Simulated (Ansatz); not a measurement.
This triplet lies 0.46 eV above the relaxed singlet at the level frozen-core CCSD(T)/cc-pVTZ // PBE0-D3(BJ)/def2-TZVP (Ansatz, a first-principles code); other levels give the other order.

These are PBE0-D3(BJ)/def2-TZVP in Ansatz values and carry that method's errors. No frequencies were computed at this level.

Ansatz 0.2 input:
```yaml
crystal:
  periodic: [false, false, false]
  atoms:
    - { symbol: O, position_ang: [1.961432, -0.19794, -0.018773] }
    - { symbol: C, position_ang: [0.743304, -0.35758, -0.519105] }
    - { symbol: Si, position_ang: [-0.912313, 0.276125, -0.044179] }
    - { symbol: H, position_ang: [2.322539, -1.001216, 0.384257] }
    - { symbol: H, position_ang: [-1.249056, 0.001941, 1.363526] }
    - { symbol: H, position_ang: [-1.826749, -0.447641, -0.923867] }
    - { symbol: H, position_ang: [-1.039155, 1.726311, -0.241859] }
basis:
  gaussian: { orbitals: def2-tzvp }
hamiltonian:
  xc: pbe0
  dispersion: d3bj
relax:
  max_steps: 150
magnetization:
  spin_polarized: true
  initial_magnetization: 2
```

Output:

```
Functional definition: PBE0
775 factors; their error is unknown
mean field evaluation 1: about -11015.2353 eV, gradient 2.5e1 eV
mean field evaluation 2: about -11014.2486 eV, gradient 3.1e1 eV
mean field evaluation 4: about -11017.7171 eV, gradient 1.8e0 eV
mean field evaluation 8: about -11017.7355 eV, gradient 5.3e-2 eV
mean field evaluation 16: about -11017.7763 eV, gradient 3.6e-5 eV
mean field -11017.77626111 eV, -404.8958094788 hartree, gradient 1.3e-5 eV, S^2 2.007903; 0 other end points of the search recorded, 0 dependent functions left out
reference -11017.77629127 eV, -404.8958105871 hartree; 17, 15 occupied and 106, 108 virtual orbitals, 775 factors
relax step   1: F+E_penalty+E_count = -11017.86614047 eV  Δ(F+E_penalty+E_count) = +0.000e0 eV  max|allowed force component| = 3.770e-1 eV/Å  Δτ_max = 0.0000 Å  (29 SCF iters, accepted)
these checks for a lower state are left out or cut short: starts, cluster_reference, orbital_swaps, neighbouring_geometries, increment
775 factors; their error is unknown
mean field -11017.79531034 eV, -404.8965095251 hartree, gradient 1.7e-5 eV, S^2 2.008118; 0 other end points of the search recorded, 0 dependent functions left out
reference -11017.79534051 eV, -404.8965106339 hartree; 17, 15 occupied and 106, 108 virtual orbitals, 775 factors
relax step   2: F+E_penalty+E_count = -11017.88502821 eV  Δ(F+E_penalty+E_count) = -1.889e-2 eV  max|allowed force component| = 1.351e-1 eV/Å  Δτ_max = 0.0468 Å  (33 SCF iters, accepted)
these checks for a lower state are left out or cut short: starts, cluster_reference, orbital_swaps, neighbouring_geometries, increment
775 factors; their error is unknown
mean field evaluation 32: about -11017.7974 eV, gradient 1.6e-5 eV
mean field -11017.79735366 eV, -404.8965846159 hartree, gradient 1.6e-5 eV, S^2 2.008145; 0 other end points of the search recorded, 0 dependent functions left out
reference -11017.79738380 eV, -404.8965857234 hartree; 17, 15 occupied and 106, 108 virtual orbitals, 775 factors
relax step   3: F+E_penalty+E_count = -11017.88707955 eV  Δ(F+E_penalty+E_count) = -2.051e-3 eV  max|allowed force component| = 6.283e-2 eV/Å  Δτ_max = 0.0125 Å  (33 SCF iters, accepted)
these checks for a lower state are left out or cut short: starts, cluster_reference, orbital_swaps, neighbouring_geometries, increment
775 factors; their error is unknown
mean field -11017.79782891 eV, -404.8966020810 hartree, gradient 1.6e-5 eV, S^2 2.008149; 0 other end points of the search recorded, 0 dependent functions left out
reference -11017.79785901 eV, -404.8966031870 hartree; 17, 15 occupied and 106, 108 virtual orbitals, 775 factors
relax step   4: F+E_penalty+E_count = -11017.88756646 eV  Δ(F+E_penalty+E_count) = -4.869e-4 eV  max|allowed force component| = 3.288e-2 eV/Å  Δτ_max = 0.0105 Å  (33 SCF iters, accepted)
these checks for a lower state are left out or cut short: starts, cluster_reference, orbital_swaps, neighbouring_geometries, increment
775 factors; their error is unknown
mean field -11017.79823720 eV, -404.8966170851 hartree, gradient 1.7e-5 eV, S^2 2.008141; 0 other end points of the search recorded, 0 dependent functions left out
reference -11017.79826723 eV, -404.8966181888 hartree; 17, 15 occupied and 106, 108 virtual orbitals, 775 factors
relax step   5: F+E_penalty+E_count = -11017.88796352 eV  Δ(F+E_penalty+E_count) = -3.971e-4 eV  max|allowed force component| = 6.759e-3 eV/Å  Δτ_max = 0.0214 Å  (33 SCF iters, accepted)
these checks for a lower state are left out or cut short: starts, cluster_reference, orbital_swaps, neighbouring_geometries, increment
775 factors; their error is unknown
mean field -11017.79828971 eV, -404.8966190148 hartree, gradient 1.6e-5 eV, S^2 2.008142; 0 other end points of the search recorded, 0 dependent functions left out
reference -11017.79831970 eV, -404.8966201172 hartree; 17, 15 occupied and 106, 108 virtual orbitals, 775 factors
relax step   6: F+E_penalty+E_count = -11017.88799974 eV  Δ(F+E_penalty+E_count) = -3.622e-5 eV  max|allowed force component| = 1.366e-2 eV/Å  Δτ_max = 0.0111 Å  (32 SCF iters, accepted)
these checks for a lower state are left out or cut short: starts, cluster_reference, orbital_swaps, neighbouring_geometries, increment
775 factors; their error is unknown
mean field -11017.79831078 eV, -404.8966197891 hartree, gradient 1.1e-5 eV, S^2 2.008141; 0 other end points of the search recorded, 0 dependent functions left out
reference -11017.79834077 eV, -404.8966208914 hartree; 17, 15 occupied and 106, 108 virtual orbitals, 775 factors
relax step   7: F+E_penalty+E_count = -11017.88802211 eV  Δ(F+E_penalty+E_count) = -2.238e-5 eV  max|allowed force component| = 2.428e-3 eV/Å  Δτ_max = 0.0016 Å  (25 SCF iters, accepted)
775 factors; their error is unknown
mean field evaluation 64: about -11017.6531 eV, gradient 5.0e0 eV
mean field -11017.79831078 eV, -404.8966197891 hartree, gradient 1.4e-5 eV, S^2 2.008141; 1 other end points of the search recorded, 0 dependent functions left out
reference -11017.79834077 eV, -404.8966208914 hartree; 17, 15 occupied and 106, 108 virtual orbitals, 775 factors
Total energy: -11017.88805211 eV, -404.8999177223 hartree
Atom 0 at     1.972450    -0.177980    -0.049325 Å, force     0.001948    -0.001013     0.000787 eV/Å
Atom 1 at     0.740511    -0.406790    -0.480380 Å, force    -0.002428     0.000274    -0.000610 eV/Å
Atom 2 at    -0.912957     0.254355    -0.042009 Å, force     0.000594     0.000019     0.000325 eV/Å
Atom 3 at     2.345561    -0.955516     0.386646 Å, force    -0.000196     0.001188    -0.000128 eV/Å
Atom 4 at    -1.284216    -0.024168     1.377403 Å, force     0.000005    -0.000161    -0.000077 eV/Å
Atom 5 at    -1.881011    -0.418423    -0.940337 Å, force    -0.000223    -0.000123    -0.000241 eV/Å
Atom 6 at    -0.980336     1.728521    -0.251998 Å, force     0.000301    -0.000183    -0.000056 eV/Å
Dipole moment:     0.172385    -0.229567     0.220722 e Å
```

Cost: roughly 30 core-seconds.
